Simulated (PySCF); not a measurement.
# Static response to an electric field

Compound: H11NOSi4.
SMILES with atom numbers: `[NH2:1][SiH2:2][Si@@H:3]([SiH3:4])[SiH2:5][OH:6]` (hydrogens: H7, H8 on N1; H9, H10 on Si2; H11 on Si3; H12, H13, H14 on Si4; H15, H16 on Si5; H17 on O6)

Structure used (GFN2-xTB), in Å, numbered top down from 1:
```
atom  x, y, z in Å
N1    -0.5909    2.4869    0.0933
Si2    0.8132    1.7782   -0.6105
Si3    0.3132   -0.4898   -0.7909
Si4    1.9509   -1.8565    0.1465
Si5   -1.8076   -1.0279   -0.0324
O6    -1.8202   -0.1653    1.3673
H7    -1.0820    1.9698    0.8048
H8    -0.6021    3.4696    0.3119
H9     1.0020    2.5436   -1.8490
H10    2.0484    2.0038    0.1748
H11    0.3002   -0.8403   -2.2365
H12    1.7198   -3.2896   -0.0684
H13    3.2905   -1.5939   -0.3901
H14    2.0706   -1.6918    1.5998
H15   -2.9809   -0.6171   -0.8183
H16   -2.0789   -2.4336    0.3146
H17   -2.5531   -0.2339    1.9731
```

Level: CAM-B3LYP/def2-SVPD (PySCF), static field, nuclei fixed, core orbitals frozen in the response. The polarisability tensor in these axes (au):

```
x   138.77  -1.58  -0.84
y    -1.58 138.06  -5.24
z    -0.84  -5.24 106.42
```

Q: What are the eigenvalues, a third of the trace, and Δα (Δα² = ½Σ(αi − αj)² over the three pairs)?

A: Principal values 105.54, 137.42 and 140.28 au; mean 127.75 au = 18.93 Å³ = 21.06 × 10⁻⁴⁰ C²·m²/J; Δα = 33.40 au (26 % of the mean).

Q: What is the dipole moment, and where does it point?

A: (-1.53, 0.15, 1.12) D, 1.90 D in size, pointing from the negative to the positive side. Measured along this direction, the outermost atoms are H13 at the negative end and H17 at the positive end.

Q: What would n − 1 = 2πNα be for an ideal gas of these molecules at 273.15 K and 1 atm, electronic part alone?

A: N = p/kT = 2.6868 × 10¹⁹ cm⁻³, so n − 1 = 2π × N × 18.93 × 10⁻²⁴ cm³ = 3196 × 10⁻⁶ at long wavelengths.

Q: Form Σ f/ω² (atomic units) for the 8 lowest TDDFT singlets, given as eV and f, and set it beside the mean polarisability, which is this sum over all singlets: 5.61, 0.0085; 6.20, 0.0689; 6.24, 0.0814; 6.60, 0.0196; 6.77, 0.0009; 6.88, 0.0343; 6.94, 0.0193; 7.07, 0.0197.

A: They add up to 4.55 au, 3.6 % of the 127.75 au; the largest single term is 1.55 au, from the state at 6.24 eV. Terms in order: 0.20, 1.33, 1.55, 0.33, 0.01, 0.54, 0.30, 0.29 au. Higher excitations give the rest. The strengths listed sum to 0.253.

Q: In a dilute gas of rigid molecules at 250 K, how does the orientational term μ²/3kT compare with the electronic polarisability?

A: In Gaussian units μ²/3kT = 34.86 Å³ against 18.93 Å³, a ratio of 1.84; the Debye molar polarisation (4π/3)N_A(α + μ²/3kT) is 135.7 cm³/mol, leaving out the vibrational part.

Q: Find the Langevin capture rate constant for O2+ (31.990 u) meeting this molecule (152.992 u), k = 2.342 × 10⁻⁹ cm³/s × √(α in Å³ / reduced mass in u).

A: The reduced mass is 26.46 u, so k = 1.98 × 10⁻⁹ cm³/s. The formula leaves out the permanent dipole, which adds to the capture rate.

Q: Rayleigh depolarisation ratio (linearly polarised light, static tensor)?

A: ρ = 3Δα²/(45ᾱ² + 4Δα²) = 3346.9/(734378 + 4462.5) = 0.00453.

Geometry: GFN2-xTB, one conformer, isolated molecule.
